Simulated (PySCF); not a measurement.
Ge(H)3(Me), CH6Ge, SMILES [CH3][GeH3] (B3LYP/def2-SVP optimised geometry):

```
8

Ge    -0.527    -0.392     0.000
C     -1.214    -1.346     1.579
H     -1.018     1.073     0.000
H     -1.018    -1.073    -1.297
H      1.018    -0.392     0.000
H     -0.859    -0.862     2.502
H     -0.868    -2.390     1.575
H     -2.314    -1.340     1.581
```

Calculation: B3LYP/def2-TZVP (PySCF).

Problem. What are the frontier orbital energies and the dipole moment?

Solution. HOMO-2 -9.02 eV, HOMO-1 -9.02 eV, HOMO -8.67 eV, LUMO 0.55 eV, LUMO+1 1.08 eV; dipole moment 0.70 D.

On the same geometry PBE/def2-TZVP run with PySCF gives HOMO-2 -7.90 eV, HOMO-1 -7.90 eV, HOMO -7.65 eV, LUMO 0.08 eV, LUMO+1 0.54 eV; dipole moment 0.72 D.

Meta-Löwdin charges at B3LYP/def2-TZVP: Ge1 0.37, C2 -0.53, H3 -0.07, H4 -0.07, H5 -0.07, H6 0.12, H7 0.12, H8 0.12.
